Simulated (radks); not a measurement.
Neutral iridium inside a hard spherical wall (all orbitals vanish at R), configuration held at [Xe] 4f14 5d7 6s2 and not refilled when levels cross. Calculated with a radial shooting solver on a logarithmic mesh with Libxc functionals: scalar-relativistic Kohn-Sham, LDA (Slater exchange, VWN5 correlation), spin-polarised, spherical densities, finite nucleus; open shells are filled with parallel spins first (spin-orbit coupling, left out, can overturn this in heavy ions); Fermi nuclear charge, rms radius 5.4032 fm. Eigenvalues in eV for spin up, with the zero of energy where the potential of the charges vanishes at infinity; a dash marks a level that is unbound or too diffuse for the functional's potential to be trusted. A positive occupied level is held by the wall or, in an anion where self-interaction has pushed it up, behind a barrier. The pressure on the wall is -dE/dV.

| R (bohr) | E (hartree) | kinetic (hartree) | e(4f) | e(5p) | e(5d) | e(6s) | e(6p, empty) | e(7s, empty) | pressure (GPa) |
|---|---|---|---|---|---|---|---|---|---|
| free | -17814.1393 | 19790.990 | -62.605 | -55.589 | -8.068 | -6.957 | -1.486 | -0.022 | 0 |
| 15 | -17814.1393 | 19790.990 | -62.605 | -55.589 | -8.068 | -6.957 | -1.483 | 0.318 | < 0.0001 |
| 10 | -17814.1392 | 19790.991 | -62.594 | -55.578 | -8.058 | -6.948 | -1.402 | 1.543 | 0.00402 |
| 8 | -17814.1374 | 19791.009 | -62.500 | -55.485 | -7.970 | -6.865 | -1.107 | 3.638 | 0.0921 |
| 7 | -17814.1321 | 19791.054 | -62.299 | -55.288 | -7.787 | -6.684 | -0.651 | 6.014 | 0.457 |
| 6 | -17814.1119 | 19791.195 | -61.747 | -54.753 | -7.298 | -6.163 | 0.413 | 10.583 | 2.40 |
| 2.5 | -17808.4399 | 19814.168 | -28.612 | -26.827 | 23.103 | 47.412 | 72.899 | 191.15 | 4230 |
| 1.5 | -17752.7247 | 20002.934 | 77.878 | 84.714 | 163.35 | 356.24 | 421.05 | 858.46 | 186000 |
